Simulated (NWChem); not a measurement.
# Si2H5OCl; SMILES O[SiH2][SiH2]Cl

```xyz
9

O     -1.2886     1.6060     0.3563
Si     0.2649     1.5687    -0.2489
Si     1.0571    -0.5996     0.2023
Cl    -0.6710    -1.7467    -0.1225
H     -1.7692     0.7746     0.2602
H      1.0502     2.6330     0.4354
H      0.3234     1.7990    -1.7270
H      2.1283    -1.1102    -0.7024
H      1.4744    -0.8178     1.6184
```
Atoms are numbered in this order, from 1.

Results from NWChem. All runs use the structure optimised with PBE0/def2-SVP. Level M06-2X/def2-SVP: energy and gradient on several grids; changes count from the extra-fine grid, which is no exact limit either.

**Question.** Which is the coarsest grid (coarse; medium; xcoarse; fine; xfine) from which on the energy stays within 50 μHa and each gradient component within 100 μHa/bohr of xfine?

**Answer.** fine.
```csv
grid,size of the energy change (μHa),largest change of a gradient component (μHa/bohr),"time, medium = 1 (rough)"
xcoarse,10000,4000,about 1
coarse,200,500,about 1
medium,10,400,about 1
fine,< 10,50,about 1
xfine,< 10,< 30,2
```
